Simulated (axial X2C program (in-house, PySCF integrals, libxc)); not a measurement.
## Spin–orbit effects down a group: molecules with Pd (ions), CCSD(T)

All values come from calculations with an axial X2C code built on PySCF integrals, spin-free (one-electron X2C) or two-component (2c: spin–orbit coupling with atomic mean-field Coulomb and Gaunt terms, which also bring small scalar terms), in Dyall basis sets with cores contracted in-house; open shells are unrestricted.

Basis sets: H dyall-v3z, Li dyall-cv3z, Na dyall-cv3z, Pd dyall-cv3z. Frozen shells (counts by l): PdH⁺ Pd 4s3p1d, H none, 10 electrons correlated; LiPd⁺ Pd 4s3p1d, Li 1s, 10 electrons correlated; NaPd⁺ Pd 4s3p1d, Na 2s1p, 10 electrons correlated. Coupled cluster in natural virtuals with an MP2 remainder. Where the outer core of a metal is frozen, bonds come out longer and ionisation energies lower.

```csv
molecule,spin-free state,Re (Å),ωe (cm⁻¹),De (eV),2c state,Re 2c (Å),ωe 2c (cm⁻¹),De 2c (eV)
PdH⁺,"M_S = 0, Λ = 0",1.474,2202.0,2.26,Ω = 0,1.476,2190.9,n/a
LiPd⁺,"M_S = 0, Λ = 0",2.470,285.8,0.70,Ω = 0,2.473,285.4,0.70
NaPd⁺,"M_S = 0, Λ = 0",2.924,126.8,0.36,Ω = 0,2.926,126.8,0.36
```

Problem. Work out the shifts from the spin-free to the two-component result.

Solution. 

```csv
molecule,2c state,ΔRe (Å),Δωe (cm⁻¹),ΔDe (eV)
PdH⁺,Ω = 0,0.002,noise,n/a
LiPd⁺,Ω = 0,0.003,noise,0.00
NaPd⁺,Ω = 0,0.002,noise,0.00
```

Shifts of one unit in the last digit are rounding. Where the truncated virtual spaces of the two runs make Δωe unreliable it is marked noise.

Fragments in 2c: Pd+ + H, Pd + Li+, Pd + Na+. Each entry is the lowest single determinant of a limited PBE0 search at one distance. De goes to single-determinant-based atoms at the same level (for ions the charge split of lowest energy) and is withheld (n/a) where an atom does not fit its ground term or J level. Main or longest-lived isotopes. One determinant is a doubtful description, or other states lie close, for PdH⁺; these need not be ground states, and all values refer to the states named.
